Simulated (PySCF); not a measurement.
C₂H₄F₂Si, SMILES F[SiH2]C(F)=C.

The structure is a stationary point at TPSSh-D3(BJ)/def2-SVP. The structure was generated by enumeration, and PubChem lists no compound with its InChIKey, so it may never have been made. One conformer was computed; it need not be the lowest.

Method: PBE/def2-TZVP (PySCF).

Gas-phase values at a fixed geometry.

Question: Estimate the frontier levels, gap, dipole moment and polarisability. (The exact figures need the calculation; the answer reports its results.)

Answer: 
```yaml
highest_occupied_level: -6.74 eV
lowest_empty_level: -1.60 eV
orbital_gap: 5.14 eV
dipole_moment: 0.20 D
quadrupole, principal values (traceless, Buckingham form, about the centre of nuclear charge): -6.29, -0.31, 6.60 D·Å
mean_static_polarisability: 50.7 bohr³ (7.52 Å³)
polarisability_principal_values: 39.7, 46.7, 65.8 bohr³
```
